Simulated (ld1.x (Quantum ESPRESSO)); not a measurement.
Reading a pseudo-wave (C)

Columns: radius, all-electron u(r) and pseudo u(r) of the 2p shell (level -5.71 eV) of carbon in the configuration [He] 2s1 2p3; PBE, scalar-relativistic, TM semilocal scheme, ld1.x (Quantum ESPRESSO) 7.5.

```json
{"r (bohr)": "0.150", "all-electron": "0.0939", "pseudo": "0.0264"}
{"r (bohr)": "0.300", "all-electron": "0.2574", "pseudo": "0.1020"}
{"r (bohr)": "0.450", "all-electron": "0.4108", "pseudo": "0.2156"}
{"r (bohr)": "0.600", "all-electron": "0.5317", "pseudo": "0.3512"}
{"r (bohr)": "0.750", "all-electron": "0.6187", "pseudo": "0.4894"}
{"r (bohr)": "0.900", "all-electron": "0.6752", "pseudo": "0.6121"}
{"r (bohr)": "1.050", "all-electron": "0.7049", "pseudo": "0.7052"}
{"r (bohr)": "1.200", "all-electron": "0.7134", "pseudo": "0.7613"}
{"r (bohr)": "1.350", "all-electron": "0.7061", "pseudo": "0.7803"}
{"r (bohr)": "1.500", "all-electron": "0.6873", "pseudo": "0.7681"}
{"r (bohr)": "1.650", "all-electron": "0.6606", "pseudo": "0.7334"}
{"r (bohr)": "1.800", "all-electron": "0.6289", "pseudo": "0.6859"}
{"r (bohr)": "1.950", "all-electron": "0.5943", "pseudo": "0.6335"}
{"r (bohr)": "2.100", "all-electron": "0.5581", "pseudo": "0.5817"}
{"r (bohr)": "2.250", "all-electron": "0.5217", "pseudo": "0.5338"}
{"r (bohr)": "2.400", "all-electron": "0.4857", "pseudo": "0.4908"}
{"r (bohr)": "2.550", "all-electron": "0.4508", "pseudo": "0.4524"}
{"r (bohr)": "2.700", "all-electron": "0.4173", "pseudo": "0.4176"}
{"r (bohr)": "2.850", "all-electron": "0.3855", "pseudo": "0.3855"}
{"r (bohr)": "3.000", "all-electron": "0.3554", "pseudo": "0.3554"}
{"r (bohr)": "3.150", "all-electron": "0.3272", "pseudo": "0.3272"}
{"r (bohr)": "3.300", "all-electron": "0.3009", "pseudo": "0.3009"}
{"r (bohr)": "3.450", "all-electron": "0.2765", "pseudo": "0.2765"}
{"r (bohr)": "3.600", "all-electron": "0.2537", "pseudo": "0.2537"}
{"r (bohr)": "3.750", "all-electron": "0.2327", "pseudo": "0.2327"}
{"r (bohr)": "3.900", "all-electron": "0.2133", "pseudo": "0.2133"}
```

Question: How many radial nodes do the two functions have?

Answer: The all-electron 2p function has n − l − 1 = 0; the pseudo-wave has 0.

Question: At about which radius was the pseudo-wave matched?

Answer: 3.00 bohr. The columns agree to 0.0005 from 2.70 bohr on; several derivatives are matched, so the curves merge somewhat inside the radius.

Question: Is the pseudo-wave norm-conserving?

Answer: Yes: the TM semilocal scheme keeps the norm inside the radius equal to the all-electron one, which fixes the energy derivative of the logarithmic derivative at the level.
